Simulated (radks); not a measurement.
Values are calculated unless marked as measured or tabulated.
Problem. Tl3+, 78 electrons, occupied as [Xe] 4f14 5d10 (the NIST ground configuration). Level of theory: scalar-relativistic Kohn-Sham, PBEsol, spin-polarised, spherical densities, finite nucleus; Fermi nuclear charge, rms radius 5.4759 fm (a radial shooting solver on a logarithmic mesh with Libxc functionals). Some entries of the table are withheld. Estimate them.

orbital  occ.  eigenvalue (eV)  <r^2> (bohr^2)
1s          2        -85580.73       0.0003692
2s          2              (1)        0.005609
2p          6        -13139.01        0.004756
3s          2        -3665.558         0.03610
3p          6        -3053.788         0.03729
3d         10        -2418.182             (2)
4s          2        -840.5666          0.1732
4p          6        -639.9125          0.1982
4d         10        -404.2976          0.2234
5s          2        -160.3254          0.8621
4f         14        -143.5133          0.2629
5p          6        -105.4851           1.142
5d         10         -44.3443             (3)
6s          0         -34.9849             (4)
6p          0         -24.3840           8.010

Solution. 
(1) 2s eigenvalue (eV): -15263.39
(2) 3d <r^2> (bohr^2): 0.03089
(3) 5d <r^2> (bohr^2): 2.077
(4) 6s <r^2> (bohr^2): 5.261
